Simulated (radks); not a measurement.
Spherical quantum dot in the effective-mass picture: electrons in a parabolic well V = omega^2 r^2 / 2 with omega = 2.05, all in effective atomic units (hartree* = m*/eps^2 hartree, bohr* = eps/m* bohr), one dielectric constant everywhere. Method: non-relativistic Kohn-Sham, r2SCAN, spin-polarised, spherical densities, generalised Kohn-Sham scheme; computed with a radial shooting solver with Libxc functionals. Levels are named by radial order and angular momentum (1s, 1p, 1d, 2s, ...), and open shells are averaged over m. Results are scaled to m* = 0.277 and eps = 15.5, for which hartree* = 31.37 meV and bohr* = 2.961 nm.

N = 6, configuration 1s2 1p(up 3, down 1). This is the lowest configuration that the search found. Occupied and some empty levels:

| level | occupation | eigenvalue (meV) | <r> (nm) |
|---|---|---|---|
| 1s up | 1 | 238.07 | 2.704 |
| 1s down | 1 | 242.08 | 2.674 |
| 1p up | 3 | 288.16 | 3.442 |
| 1p down | 1 | 293.80 | 3.451 |
| 1d up | 0 | 343.19 | 4.015 |
| 1d down | 0 | 349.09 | 4.041 |
| 2s up | 0 | 350.70 | 3.654 |
| 2s down | 0 | 354.39 | 3.672 |
| 1f up | 0 | 401.61 | 4.504 |
| 1f down | 0 | 407.24 | 4.547 |

Energy (meV): total 1210.46, kinetic 338.79, external 518.03, Hartree 469.35, exchange-correlation -115.71.

Electron density:

| r (nm) | n(r) (e/nm^3) |
|---|---|
| 0.306 | 0.02476 |
| 0.817 | 0.02602 |
| 1.33 | 0.02728 |
| 1.84 | 0.02708 |
| 2.35 | 0.02450 |
| 2.86 | 0.01976 |
| 3.37 | 0.01401 |
| 3.88 | 0.008708 |
| 4.39 | 0.004701 |
| 4.90 | 0.002216 |
| 5.42 | 0.0009029 |
| 5.93 | 0.0003218 |
| 6.44 | 0.00009929 |
